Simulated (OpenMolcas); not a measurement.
## Yb3+: ligand-field states by method

Yb3+ with 6 ligands (fluoride, chloride on the axis) in tetragonal octahedral coordination (D4h) at 2.18 Å, the axial distance 2.629 Å. A charge of +0.5 e stands 2.6 Å behind each ligand. Ligand basis ANO-RCC-VDZP.
```
Yb    0.0000    0.0000    0.0000
F     2.1800    0.0000    0.0000
F     0.0000    2.1800    0.0000
F    -2.1800    0.0000    0.0000
F     0.0000   -2.1800    0.0000
Cl    0.0000    0.0000    2.6291
Cl    0.0000    0.0000   -2.6291
```

| Quantity | Value |
| --- | --- |
| Program | OpenMolcas 26.06 |
| Basis | ANO-RCC-VDZP [7s6p4d2f1g] |
| Scalar Hamiltonian | DKH2, point nucleus |
| Active space | 13 electrons in 7 orbitals (4f) |
| State averaging | 2S+1 = 2 odd, 7 roots |
| Spin-orbit coupling | state interaction with AMFI integrals over the reference wave functions |

I. CASSCF
II. SS-CASPT2, IPEA 0.25 Eh, imaginary shift 0.1 Eh (closed shells correlated: 5s 5p and the ligand valence shells)

Spin-free states (labels of D4, the rotations of D4h) in cm-1, each column counted from its own energy of the first state listed:

| State | Degeneracy | I | II |
| --- | --- | --- | --- |
| 2E | 2 | 0 | 0 |
| 2B2 | 1 | 651 | 960 |
| 2A2 | 1 | 839 | 1030 |
| 2B1 | 1 | 860 | 1300 |
| 2E | 2 | 881 | 1160 |

From I to II, I's first state of the same spin (2B2) moves from 651 to 960 cm-1, by about +310 cm-1.

With spin-orbit coupling the lowest J multiplet is 857 (I), 1200 (II) cm-1 wide, a factor of 1.40 from I to II.

χT at 300 K: I 2.30, II 2.19 cm3 K/mol.

Over all roots computed the reference weight is 0.68 in II; a low but even weight reflects the number of correlated electrons. Without dynamic correlation the ligand-field splitting of an f shell can come out too small, at times by half (holds for I). Splittings of an f shell from a small cluster at a set distance can be off by tens of per cent, mostly too small (holds for II). No measured value stands beside these numbers; the geometry is a model, was not optimised and need not be the one that this ion takes.
